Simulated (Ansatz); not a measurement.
Geometry optimisation, RHF/6-31G* in Ansatz 0.2.0.

Input:

```yaml
crystal:
  periodic: [false, false, false]
  atoms:
    - { symbol: Al, position_ang: [-0.002886, 0.132519, 0.115834] }
    - { symbol: Cl, position_ang: [-0.064278, 0.630483, 2.23787] }
    - { symbol: F, position_ang: [1.418324, 0.064963, -0.657757] }
    - { symbol: F, position_ang: [-1.385777, -0.040511, -0.707223] }
    - { symbol: P, position_ang: [0.179142, -3.176747, 1.167798] }
    - { symbol: H, position_ang: [-0.594166, -2.890648, 0.032267] }
    - { symbol: H, position_ang: [1.412615, -2.869666, 0.575104] }
    - { symbol: H, position_ang: [0.006025, -1.911393, 1.778007] }
basis:
  gaussian: { orbitals: "6-31G*" }
hamiltonian:
  xc: hf
relax:
  f_tol: 0.03
  max_steps: 50
```

Launched with:

```bash
$ ansatz run input.yaml --threads 1 --pin off --max-ram 2048MiB --backend cpu --events-out ev --progress --plain --runs-dir out
```

Where does it end, and by what steps?

It converged. After 9 steps the energy has fallen by 0.209 eV; Cl2 moved furthest, 0.62 Å.

| step | energy less start (eV) | largest force component (eV/Å) | accepted |
| --- | --- | --- | --- |
| 0 | 0.0000 | 1.613 | yes |
| 1 | -0.1563 | 0.575 | yes |
| 2 | -0.1098 | 1.233 | no |
| 3 | -0.1753 | 0.337 | yes |
| 4 | -0.1898 | 0.655 | yes |
| 5 | -0.1943 | 0.440 | yes |
| 6 | -0.2063 | 0.203 | yes |
| 7 | -0.2071 | 0.208 | yes |
| 8 | -0.2085 | 0.044 | yes |
| 9 | -0.2091 | 0.025 | yes |

```xyz
8
Properties=species:S:1:pos:R:3
Al 0.001 0.308 0.204
Cl -0.087 1.229 2.061
F 1.428 0.068 -0.528
F -1.364 -0.094 -0.578
P 0.212 -3.391 1.065
H -0.606 -3.014 -0.010
H 1.410 -2.934 0.496
H -0.026 -2.234 1.831
```

Run time: 25 s on 1 thread of Arm Neoverse V2, with other jobs on the host, peak memory 0.18 GiB.
